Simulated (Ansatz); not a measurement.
A search over several starts for the lowest SCF solution of InH3Br, that is [InBrH3]- with one electron fewer at the given spin, in a small basis.

```yaml
crystal:
  periodic: [false, false, false]
  atoms:
    - {symbol: In, position_ang: [-0.001392, 0.002672, -0.278172]}
    - {symbol: Br, position_ang: [0.011918, -0.022909, 2.385188]}
    - {symbol: H, position_ang: [1.702621, 0.011914, -0.710819]}
    - {symbol: H, position_ang: [-0.860969, 1.481664, -0.683901]}
    - {symbol: H, position_ang: [-0.852188, -1.473332, -0.712285]}
basis:
  gaussian: {orbitals: def2-SVP}
magnetization: {spin_polarized: true, initial_magnetization: 1}
hamiltonian: {xc: pbe0, dispersion: d4}
output: {orbitals: {seedname: orbitals}}
```

```sh
$ ansatz run in.yaml --threads 4 --pin off --events-out ev --progress --plain --max-ram 3916MiB
```

It prints (some lines left out):

```
Functional definition: PBE0
795 factors; integrals over basis functions are off by at most 3.7e-4 eV
mean field evaluation 1: about -75249.4740 eV, gradient 8.9e0 eV
mean field evaluation 2: about -75248.8239 eV, gradient 1.3e1 eV
mean field evaluation 4: about -75250.1181 eV, gradient 1.0e0 eV
mean field evaluation 8: about -75250.1425 eV, gradient 3.8e-1 eV
mean field evaluation 16: about -75250.1440 eV, gradient 1.1e-3 eV
mean field evaluation 32: about -75250.1440 eV, gradient 2.1e-5 eV
mean field evaluation 64: about -75249.5962 eV, gradient 3.5e0 eV
mean field evaluation 96: about -75250.0338 eV, gradient 1.0e0 eV
mean field -75250.14400500 eV, -2765.3917858041 hartree, gradient 3.7e-6 eV, S^2 0.759393; 15 other end points of the search recorded, 0 dependent functions left out
reference -75250.14403902 eV, -2765.3917870544 hartree; 30, 29 occupied and 43, 44 virtual orbitals, 795 factors
Total energy: -75250.21243672 eV, -2765.3943006234 hartree
```

Run time 8 s (4 threads of Arm Neoverse V1 on a shared host).

In the def2 sets In takes a core potential; there is no spin–orbit coupling.
